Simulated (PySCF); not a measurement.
Ligands exchanged one at a time, Ga NH2-SiH3. Isolated molecules, 0 K electronic values unless said otherwise. One relaxed conformer stands for each flexible species; it need not be the lowest. Strings in code marks are SMILES.

The four lowest singlet excitations (Tamm–Dancoff). Calculation: r2SCAN-D4/def2-TZVP (PySCF). Excitations are Tamm–Dancoff values on a coarser integration grid. The basis has no diffuse functions, so Rydberg states are missing or too high.

```csv
state,energy (eV),wavelength (nm),oscillator strength
S1,4.49,276,0.000
S2,5.37,231,0.116
S3,5.85,212,0.004
S4,5.98,207,0.037
```

Q: Name which member gives these states.
A. `[NH2][Ga]([NH2])[NH2]`
B. `[NH2][Ga]([NH2])[SiH3]`
C. `[NH2][Ga]([SiH3])[SiH3]`

A: C, `[NH2][Ga]([SiH3])[SiH3]`
